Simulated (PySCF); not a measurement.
Isomers of C2H8AsB, mass 117.994 u with the commonest isotopes. Computed with PBE0-D3(BJ)/def2-SVP geometry optimisation, gas phase in PySCF 2.14.0. One conformer each, none proved a minimum here; rigid rotors.

Task: Order these by dipole moment, largest first.
A. `[CH3:1][CH2:2][BH:3][AsH2:4]` with C1–C2–B3–As4 147°, C2–B3–As4–H 38° and 135°
B. `[CH2:1]=[CH:2][BH2-:3][AsH3+:4]` with C1–C2–B3–As4 -1°
C. `[BH2:1][AsH:2][CH2:3][CH3:4]` with H–B1–As2–C3 149° and -41°, B1–As2–C3–C4 180°

Result: B (3.69 D), C (1.42 D), A (1.15 D).

Task: Order these by rotational constant A, largest first.
A. `[BH2:1][AsH:2][CH2:3][CH3:4]` with H–B1–As2–C3 149° and -41°, B1–As2–C3–C4 180°
B. `[CH3:1][CH2:2][BH:3][AsH2:4]` with C1–C2–B3–As4 147°, C2–B3–As4–H 38° and 135°
C. `[CH2:1]=[CH:2][BH2-:3][AsH3+:4]` with C1–C2–B3–As4 -1°

Result: B (21662 MHz), A (12347 MHz), C (10323 MHz).

Task: Order these by radius of gyration √(Σ m r²/M), largest first.
A. `[CH2:1]=[CH:2][BH2-:3][AsH3+:4]` with C1–C2–B3–As4 -1°
B. `[CH3:1][CH2:2][BH:3][AsH2:4]` with C1–C2–B3–As4 147°, C2–B3–As4–H 38° and 135°
C. `[BH2:1][AsH:2][CH2:3][CH3:4]` with H–B1–As2–C3 149° and -41°, B1–As2–C3–C4 180°

Result: B (1.739 Å), A (1.481 Å), C (1.388 Å).

```csv
SMILES,point group,Ia (u·Å²),Ib (u·Å²),Ic (u·Å²),κ,μa (D),μb (D),μc (D)
B[AsH]CC,–,40.93,192.09,221.40,-0.93,1.26,0.47,0.46
C=C[BH2-][AsH3+],Cs,48.96,214.59,254.11,-0.91,3.11,1.98,0.01
CCB[AsH2],C1,23.33,341.51,348.84,-1.00,0.86,0.41,0.65
```
